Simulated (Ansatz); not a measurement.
ClHInNSi: where a starting geometry ends

The starting geometry of this gas-phase singlet was optimised with GFN2-xTB.

```xyz
5

Cl   -1.5991   -0.7000    0.7635
In   -0.9320    0.4127   -1.5263
N     1.0424    0.3891   -0.3141
Si    0.7591   -0.2804    1.1710
H     1.9781    0.7038   -0.5308
```

Where would you expect an optimisation with B3LYP-D3(BJ)/def2-SVP to take it?

A new bond forms, giving a structure given below by its coordinates. Distances that change by over a tenth: Cl1–In2 (2.63 → 3.06 Å). Contacts that close: Cl1–Si4 (2.43 → 2.25 Å).

The energy falls by 0.19 eV over 11 steps:

```tsv
step	E − E(last) (eV)
1	0.193
2	0.112
3	0.046
4	0.022
5	0.009
7	0.001
8	0.000
9	0.000
10	0.000
11	0.000
```

Final geometry (Å):

```xyz
5

Cl   -1.4767   -0.7422    0.9506
In   -0.7985    0.5309   -1.7441
N     0.9301    0.3641   -0.3159
Si    0.7202   -0.3157    1.2161
H     1.8736    0.6882   -0.5434
```

The end wasn't checked by frequencies. Atoms past krypton carry core potentials, without spin–orbit terms. Run with Ansatz 0.2.0, 23 s on 2 threads of Arm Neoverse V2 (shared host).
